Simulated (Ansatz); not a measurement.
Geometry optimisation, RKS PBE-D4/def2-SVP in Ansatz.

The input (input.yaml):

```yaml
crystal:
  periodic: [false, false, false]
  atoms:
    - { symbol: Sn, position_ang: [0.0, 0.0, 0.0] }
    - { symbol: O, position_ang: [0.0, 0.0, 1.96] }
    - { symbol: H, position_ang: [-0.9095, -0.2814, 2.2971] }
    - { symbol: H, position_ang: [1.6408, 0.0, -0.5794] }
    - { symbol: H, position_ang: [-0.8195, 1.4198, -0.5794] }
    - { symbol: Cl, position_ang: [-1.1351, -1.9666, -0.8025] }
basis:
  gaussian: { orbitals: def2-SVP }
hamiltonian:
  xc: pbe
  dispersion: d4
relax:
  f_tol: 0.02
  max_steps: 40
```

Command:

```bash
$ ansatz run input.yaml --threads 1 --pin off --max-ram 2048MiB --backend cpu --events-out ev --progress --plain --runs-dir out
```

Task: Where does it end, and by what steps?

Result: The run converged. The force dipped under the threshold on the way, but the program's further checks kept it going. After 7 steps the energy has fallen by 0.093 eV; H3 moved furthest, 0.14 Å.

```tsv
step	energy less start (eV)	largest force component (eV/Å)	accepted
0	0.0000	1.333	yes
1	-0.0567	0.432	yes
2	-0.0910	0.219	yes
3	-0.0922	0.059	yes
4	-0.0920	0.159	no
5	-0.0925	0.009	yes
6	-0.0928	0.024	yes
7	-0.0928	0.006	yes
```

```xyz
6
Properties=species:S:1:pos:R:3
Sn -0.001 0.020 -0.043
O 0.039 -0.101 1.955
H -0.868 -0.149 2.315
H 1.656 -0.054 -0.485
H -0.937 1.370 -0.577
Cl -1.113 -1.913 -0.870
```

The run took 17 s on 1 thread of Arm Neoverse V2, on a shared host, peak memory 0.14 GiB.
